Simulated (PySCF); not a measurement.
CH5IO2Si, SMILES C[Si](O)(O)I. Geometry optimised at B3LYP-D3(BJ)/def2-SVP. The structure was generated by enumeration, and PubChem lists no compound with its InChIKey, so it may never have been made. The def2 effective core potentials stand for the cores of I; spin–orbit coupling is left out. One conformer was computed; it need not be the lowest.

All values below come from B3LYP-D3(BJ)/def2-SVP (PySCF 2.14.0).

Harmonic wavenumbers (cm⁻¹): 87, 140, 169, 176, 212, 241, 273, 336, 388, 695, 758, 778, 820, 832, 913, 969, 1278, 1424, 1428, 3040, 3135, 3148, 3868, 3880. Rotational constants (GHz): 3.588, 1.097, 1.073; symmetry number 1.

### Question
Work out the zero-point energy and the ideal-gas rigid-rotor harmonic-oscillator thermochemistry at 298.15 K and 1 atm.

### Answer
ZPE = ½ Σ hcν = ½ × 28986 cm⁻¹ = 41.44 kcal/mol. H − E(el) = 47.18 kcal/mol. Entropy in cal/(mol K): translation 41.84, rotation 28.72, vibration 20.44, total 91.01. G − E(el) = 20.05 kcal/mol. Cp = 28.71 cal/(mol K). Modes under 150 cm⁻¹ make the vibrational entropy uncertain.
